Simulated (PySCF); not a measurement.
Constitutional and geometric isomers with formula C4H8Si. All species are isolated molecules in the gas phase. One relaxed conformer stands for each flexible species; it need not be the lowest. Strings in code marks are SMILES.

Quantity: electronic energy of isomers of C4H8Si relative to `C#CC[SiH2]C`, in eV.

Case: `CC[SiH]1C=C1` (C–C–Si–C torsion 25°). Geometry of `CC[SiH]1C=C1` (neutral, multiplicity 1, Å):

```xyz
13

C      1.5616     0.3905    -0.6114
C      1.0653    -0.1689     0.7247
Si    -0.7939    -0.3812     0.8304
C     -1.9563     0.5778    -0.1746
C     -1.8377    -0.6740    -0.6205
H      2.6487     0.4914    -0.6208
H      1.1324     1.3739    -0.8114
H      1.2788    -0.2592    -1.4415
H      1.3746     0.4793     1.5517
H      1.5247    -1.1424     0.9279
H     -1.1948    -0.8945     2.1609
H     -2.5287     1.4441    -0.4801
H     -2.2748    -1.2368    -1.4352
```

Task: What electronic energy of isomers of C4H8Si relative to `C#CC[SiH2]C` does PBE-D3(BJ)/def2-TZVP // B3LYP-D3(BJ)/def2-TZVP (PySCF) give?

Result: 0.117 eV.
